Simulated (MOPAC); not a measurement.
Input file for MOPAC: PM7 on H5NSi (SMILES N[SiH3]), a point of a bond scan (R = 2.327 Å).

```
PM7 1SCF PRECISE CHARGE=0 THREADS=1
H5NSi

N      1.73978955 1    -0.12340629 1    -0.15942300 1
Si    -0.57330372 1     0.04712310 1     0.03033856 1
H      2.33636205 1     0.55723068 1     0.28417037 1
H      2.18153788 1    -1.02920744 1    -0.17740061 1
H     -1.14118321 1    -0.28608098 1     1.36605757 1
H     -0.95227392 1     1.44629769 1    -0.27348173 1
H     -1.17949996 1    -0.88202113 1    -0.95090140 1
```

Output:

```
*******************************************************************************
 **                                                                           **
 **                              MOPAC v23.2.5                                **
 **                                                                           **
 *******************************************************************************
 ** MOPAC's Digital Object Identifier: https://doi.org/10.5281/zenodo.6511958 **
 **                                                                           **
 ** Please cite the open-source release paper for use of this MOPAC version:  **
 ** J. E. Moussa and J. J. P. Stewart (2026)                                  **
 ** MOPAC: An open-source semiempirical molecular orbital program             **
 ** J. Open Source Softw., 11(119), 8025, https://doi.org/10.21105/joss.08025 **
 *******************************************************************************

                              PM7 CALCULATION RESULTS

 *******************************************************************************
 *  PM7        - The PM7 Hamiltonian to be used
 *
 *
 *
 *                 CHARGE ON SYSTEM = 0
 *
 *
 *
 *  PRECISE    - TIGHTER CRITERIA TO BE USED
 *  1SCF       - DO 1 SCF AND THEN STOP
 *  THREADS=1  - MULTI-THREADING NOT USED
 *  T=         - A TIME OF 172800.0 SECONDS REQUESTED
 *  DUMP=N     - RESTART FILE WRITTEN EVERY 7200.0 SECONDS REQUESTED
 *******************************************************************************
PM7 1SCF PRECISE CHARGE=0 THREADS=1
 H5NSi

   ATOM   CHEMICAL          X               Y               Z
  NUMBER   SYMBOL      (ANGSTROMS)     (ANGSTROMS)     (ANGSTROMS)

     1       N          1.73978955  *  -0.12340629  *  -0.15942300  *
     2      Si         -0.57330372  *   0.04712310  *   0.03033856  *
     3       H          2.33636205  *   0.55723068  *   0.28417037  *
     4       H          2.18153788  *  -1.02920744  *  -0.17740061  *
     5       H         -1.14118321  *  -0.28608098  *   1.36605757  *
     6       H         -0.95227392  *   1.44629769  *  -0.27348173  *
     7       H         -1.17949996  *  -0.88202113  *  -0.95090140  *



          CARTESIAN COORDINATES

    NO.       ATOM           X           Y           Z

     1         N          1.7398     -0.1234     -0.1594
     2        Si         -0.5733      0.0471      0.0303
     3         H          2.3364      0.5572      0.2842
     4         H          2.1815     -1.0292     -0.1774
     5         H         -1.1412     -0.2861      1.3661
     6         H         -0.9523      1.4463     -0.2735
     7         H         -1.1795     -0.8820     -0.9509

 General Reference for PM7:
 "Optimization of Parameters for Semiempirical Methods VI: More Modifications to the
 NDDO Approximations and Re-optimization of Parameters", J. J. P. Stewart, J. Mol. Mod., 1:32, 19 (2013)
 https://link.springer.com/article/10.1007/s00894-012-1667-x

           Empirical Formula: H5 N Si  =     7 atoms



      MOLECULAR POINT GROUP   :   Cs


      RHF CALCULATION, NO. OF DOUBLY OCCUPIED LEVELS = 7


 -------------------------------------------------------------------------------
 PM7 1SCF PRECISE CHARGE=0 THREADS=1
 H5NSi



     1SCF WAS SPECIFIED, SO BFGS WAS NOT USED
     SCF FIELD WAS ACHIEVED


                              PM7 CALCULATION
                                                       MOPAC v23.2.5 Linux




          FINAL HEAT OF FORMATION =         45.66344 KCAL/MOL =     191.05582 KJ/MOL


          COSMO AREA              =         98.18 SQUARE ANGSTROMS
          COSMO VOLUME            =         82.92 CUBIC ANGSTROMS

          IONIZATION POTENTIAL    =          8.574373 EV
          HOMO LUMO ENERGIES (EV) =         -8.574 -0.363
          NO. OF FILLED LEVELS    =          7
          MOLECULAR WEIGHT        =         47.1317         POINT GROUP:  Cs

          MOLECULAR DIMENSIONS (Angstroms)

            Atom       Atom       Distance
            H     7    H     3     3.99476
            H     4    H     6     3.51618
            N     1    H     5     2.13145


          SCF CALCULATIONS        =          1





   ATOM   CHEMICAL          X               Y               Z
  NUMBER   SYMBOL      (ANGSTROMS)     (ANGSTROMS)     (ANGSTROMS)

     1       N          1.73978955  *  -0.12340629  *  -0.15942300  *
     2      Si         -0.57330372  *   0.04712310  *   0.03033856  *
     3       H          2.33636205  *   0.55723068  *   0.28417037  *
     4       H          2.18153788  *  -1.02920744  *  -0.17740061  *
     5       H         -1.14118321  *  -0.28608098  *   1.36605757  *
     6       H         -0.95227392  *   1.44629769  *  -0.27348173  *
     7       H         -1.17949996  *  -0.88202113  *  -0.95090140  *

                             CARTESIAN COORDINATES

   1    N        1.739789550    -0.123406290    -0.159423000
   2   Si       -0.573303720     0.047123100     0.030338560
   3    H        2.336362050     0.557230680     0.284170370
   4    H        2.181537880    -1.029207440    -0.177400610
   5    H       -1.141183210    -0.286080980     1.366057570
   6    H       -0.952273920     1.446297690    -0.273481730
   7    H       -1.179499960    -0.882021130    -0.950901400


           Empirical Formula: H5 N Si  =     7 atoms



      MOLECULAR POINT GROUP   :   Cs


                  EIGENVALUES
 -32.68322 -18.43296 -15.19052 -13.05220 -13.02835 -11.94555  -8.57437  -0.36251
   1.93648   2.04782   5.86750   6.96140   8.00104  20.56573  20.76305  21.32166
  21.51322  21.72132


              NET ATOMIC CHARGES AND DIPOLE CONTRIBUTIONS

  ATOM NO.   TYPE          CHARGE      No. of ELECS.   s-Pop       p-Pop       d-Pop
    1          N          -0.930413        5.9304     1.67762     4.25280
    2         Si           0.247845        3.7522     0.96208     2.67867     0.11140
    3          H           0.263145        0.7369     0.73686
    4          H           0.263145        0.7369     0.73686
    5          H           0.047469        0.9525     0.95253
    6          H           0.054405        0.9456     0.94560
    7          H           0.054405        0.9456     0.94560
 DIPOLE           X         Y         Z       TOTAL
 POINT-CHG.    -3.564     0.093     0.875     3.671
 HYBRID         1.813    -0.328     0.518     1.914
 SUM           -1.752    -0.234     1.394     2.251


          ATOMIC ORBITAL ELECTRON POPULATIONS

     Atom    s        px        py        pz      x^2-y^2     xz        z^2       yz        xy
    1  N   1.67762   1.24787   1.23868   1.76624
    2 Si   0.96208   0.59602   1.04516   1.03749   0.03143   0.02496   0.02229   0.01575   0.01697
    3  H   0.73686
    4  H   0.73686
    5  H   0.95253
    6  H   0.94560
    7  H   0.94560

 **********************
 *                    *
 * JOB ENDED NORMALLY *
 *                    *
 **********************




 == MOPAC DONE ==
```

The run finished.

Cost: around 0.020 core-seconds (rough).
